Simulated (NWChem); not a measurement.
System: C2H3NO2Si; SMILES O=C1N=C[SiH2]O1

Input file for NWChem:

```
start job
memory heap 200 mb stack 900 mb global 1100 mb
geometry units angstroms noautoz
  O     -0.392232    -2.275722     0.000000
  C     -0.114719    -1.121401     0.000000
  N      1.247007    -0.644124     0.000000
  C      1.346328     0.628571     0.000000
  Si    -0.378056     1.420952     0.000000
  O     -1.050059    -0.133711     0.000000
  H      2.350020     1.076526     0.000000
  H     -0.740861     2.172007    -1.229220
  H     -0.740861     2.172007     1.229220
end
basis spherical
  * library 6-31g*
end
dft
  xc xwpbe 1.00 cpbe96 1.0 hfexch 1.00
  cam 0.8 cam_alpha 0.0 cam_beta 1.0
  iterations 150
  vectors input atomic output neutral.movecs
end
task dft energy
charge 1
dft
  odft
  mult 2
  vectors input atomic output cation.movecs
end
task dft energy
```

Output (shortened):

```
             Northwest Computational Chemistry Package (NWChem) 7.3.0
             --------------------------------------------------------

 CS  symmetry detected

                             Geometry "geometry" -> ""
                             -------------------------

 Output coordinates in angstroms (scale by  1.889725989 to convert to a.u.)

  No.       Tag          Charge          X              Y              Z
 ---- ---------------- ---------- -------------- -------------- --------------
    1 O                    8.0000    -0.36826711    -2.25284468     0.00000000
    2 C                    6.0000    -0.10460285    -1.09528190     0.00000000
    3 N                    7.0000     1.25130763    -0.60172561     0.00000000
    4 C                    6.0000     1.33537456     0.67206792     0.00000000
    5 Si                  14.0000    -0.39837845     1.44373386     0.00000000
    6 O                    8.0000    -1.05170829    -0.11886820     0.00000000
    7 H                    1.0000     2.33362801     1.13201505     0.00000000
    8 H                    1.0000    -0.77015509     2.19038854    -1.22922000
    9 H                    1.0000    -0.77015509     2.19038854     1.22922000

 Effective nuclear repulsion energy (a.u.)     282.9989373091

      Symmetry information
      --------------------

 Group name             Cs
 Group number              2
 Group order               2
 No. of unique centers     8

  pbe96 is a nonlocal functional; adding pw91lda local functional.

                                 NWChem DFT Module
                                 -----------------

 Summary of "ao basis" -> "ao basis" (spherical)
 ------------------------------------------------------------------------------
       Tag                 Description            Shells   Functions and Types
 ---------------- ------------------------------  ------  ---------------------
 O                           6-31g*                  6       14   3s2p1d
 C                           6-31g*                  6       14   3s2p1d
 N                           6-31g*                  6       14   3s2p1d
 Si                          6-31g*                  8       18   4s3p1d
 H                           6-31g*                  2        2   2s

      Symmetry analysis of basis
      --------------------------

        a'         67
        a"         27

            General Information
            -------------------
          SCF calculation type: DFT
          Wavefunction type:  closed shell.
          No. of atoms     :     9
          No. of electrons :    52
           Alpha electrons :    26
            Beta electrons :    26
          Charge           :     0
          Spin multiplicity:     1
          Use of symmetry is: on ; symmetry adaption is: on
          Maximum number of iterations: 150
          AO basis - number of functions:    94
                     number of shells:    44
          Convergence on energy requested:  1.00D-06
          Convergence on density requested:  1.00D-05
          Convergence on gradient requested:  5.00D-04

              XC Information
              --------------
                     Hartree-Fock (Exact) Exchange  1.000
                     LC-wPBE(h)Exchange Functional  1.000
            Perdew 1991 LDA Correlation Functional  1.000 local
           PerdewBurkeErnz. Correlation Functional  1.000 non-local

           Range-Separation Parameters
           ---------------------------
           Alpha           :  0.00
           Beta            :  1.00
           Gamma           :  0.80
           Short-Range HF  :     F

             Grid Information
             ----------------
          Grid used for XC integration:  medium
          Radial quadrature: Mura-Knowles
          Angular quadrature: Lebedev.
          Tag              B.-S. Rad. Rad. Pts. Rad. Cut. Ang. Pts.
          ---              ---------- --------- --------- ---------
          O                   0.60       49          11.0       434
          C                   0.70       49          10.0       434
          N                   0.65       49          10.0       434
          Si                  1.10       88           8.0       590
          H                   0.35       45          10.0       434
          Grid pruning is: on
          Number of quadrature shells:   423
          Spatial weights used:  Erf1

      Superposition of Atomic Density Guess
      -------------------------------------

 Sum of atomic energies:        -569.43495614

      Non-variational initial energy
      ------------------------------

 Total energy =    -572.220791
 1-e energy   =   -1346.247403
 2-e energy   =     491.027675
 HOMO         =      -0.281030
 LUMO         =      -0.057162

      Symmetry analysis of molecular orbitals - initial
      -------------------------------------------------

  Numbering of irreducible representations:

     1 a'          2 a"

  Orbital symmetries:

     1 a'          2 a'          3 a'          4 a'          5 a'
     6 a'          7 a'          8 a'          9 a"         10 a'
    11 a'         12 a'         13 a'         14 a'         15 a'
    16 a'         17 a'         18 a"         19 a'         20 a'
    21 a"         22 a'         23 a"         24 a'         25 a"
    26 a'         27 a"         28 a'         29 a"         30 a'
    31 a'         32 a'         33 a"         34 a'         35 a'
    36 a"

   convergence    iter        energy       DeltaE   RMS-Dens  Diis-err
 ---------------- ----- ----------------- --------- --------- ---------
 d= 0,ls=0.0,diis     1   -572.2553259570 -8.55D+02  1.18D-02  1.56D+00
 d= 0,ls=0.0,diis     2   -572.3450523622 -8.97D-02  5.26D-03  9.55D-01
 d= 0,ls=0.0,diis     3   -572.4295505106 -8.45D-02  1.24D-03  2.21D-02
 d= 0,ls=0.0,diis     4   -572.4324288908 -2.88D-03  4.85D-04  4.31D-03
 d= 0,ls=0.0,diis     5   -572.4329640327 -5.35D-04  2.95D-04  3.61D-04
  Resetting Diis
 d= 0,ls=0.0,diis     6   -572.4330639741 -9.99D-05  1.24D-04  5.56D-05
 d= 0,ls=0.0,diis     7   -572.4330811152 -1.71D-05  3.50D-05  7.11D-06
 d= 0,ls=0.0,diis     8   -572.4330829012 -1.79D-06  1.38D-05  1.75D-06
 d= 0,ls=0.0,diis     9   -572.4330833850 -4.84D-07  1.84D-05  9.19D-07
 d= 0,ls=0.0,diis    10   -572.4330836461 -2.61D-07  2.25D-06  4.75D-08

         Total DFT energy =     -572.433083646120
      One electron energy =    -1348.644591263819
           Coulomb energy =      549.985432989288
    Exchange-Corr. energy =      -56.772862680673
 Nuclear repulsion energy =      282.998937309083

 Numeric. integr. density =       52.000001329278

                  Occupations of the irreducible representations
                  ----------------------------------------------

                     irrep           alpha         beta
                     --------     --------     --------
                     a'               21.0         21.0
                     a"                5.0          5.0

                       DFT Final Molecular Orbital Analysis
                       ------------------------------------

 Vector   24  Occ=2.000000D+00  E=-4.848686D-01  Symmetry=a"
              MO Center= -1.7D-01, -4.5D-01, -6.2D-15, r^2= 4.3D+00
   Bfn.  Coefficient  Atom+Function         Bfn.  Coefficient  Atom+Function
  ----- ------------  ---------------      ----- ------------  ---------------
     5      0.392869  1 O  pz                 9      0.277805  1 O  pz
    79     -0.273286  6 O  pz                83     -0.225097  6 O  pz
    33     -0.212166  3 N  pz                92     -0.195594  8 H  s
    94      0.195594  9 H  s                 47     -0.183326  4 C  pz
    37     -0.154642  3 N  pz                65      0.143500  5 Si pz

 Vector   25  Occ=2.000000D+00  E=-4.816650D-01  Symmetry=a'
              MO Center= -9.4D-02, -1.6D+00,  3.6D-15, r^2= 2.4D+00
   Bfn.  Coefficient  Atom+Function         Bfn.  Coefficient  Atom+Function
  ----- ------------  ---------------      ----- ------------  ---------------
     3      0.556791  1 O  px                 7      0.381396  1 O  px
    34     -0.292261  3 N  s                 32      0.233052  3 N  py
    46     -0.156755  4 C  py                78     -0.151657  6 O  py
    64      0.118405  5 Si py                 4     -0.117436  1 O  py
    36      0.113959  3 N  py                82     -0.109294  6 O  py

 Vector   26  Occ=2.000000D+00  E=-4.483822D-01  Symmetry=a'
              MO Center=  9.0D-01, -2.6D-01,  4.4D-16, r^2= 2.8D+00
   Bfn.  Coefficient  Atom+Function         Bfn.  Coefficient  Atom+Function
  ----- ------------  ---------------      ----- ------------  ---------------
    31      0.385802  3 N  px                35      0.307561  3 N  px
    63      0.250361  5 Si px                32     -0.228815  3 N  py
    45     -0.197897  4 C  px                 3      0.196647  1 O  px
    34      0.174507  3 N  s                 36     -0.149871  3 N  py
    17     -0.140592  2 C  px                90     -0.137900  7 H  s

 Vector   27  Occ=0.000000D+00  E= 1.987039D-02  Symmetry=a"
              MO Center=  8.0D-01,  4.6D-02,  7.1D-16, r^2= 3.1D+00
   Bfn.  Coefficient  Atom+Function         Bfn.  Coefficient  Atom+Function
  ----- ------------  ---------------      ----- ------------  ---------------
    51      0.486045  4 C  pz                37     -0.394773  3 N  pz
    47      0.356458  4 C  pz                33     -0.310025  3 N  pz
    69      0.281810  5 Si pz                92      0.278362  8 H  s
    94     -0.278362  9 H  s                  9      0.226755  1 O  pz
     5      0.219901  1 O  pz                19     -0.219802  2 C  pz

[...]
```

Level: LC-wPBE (HJS exchange hole, range parameter 0.8 per bohr)/6-31G* (spherical d), vertical spin-unrestricted ions. Coordinates come from a PBE0/def2-SVP optimisation.
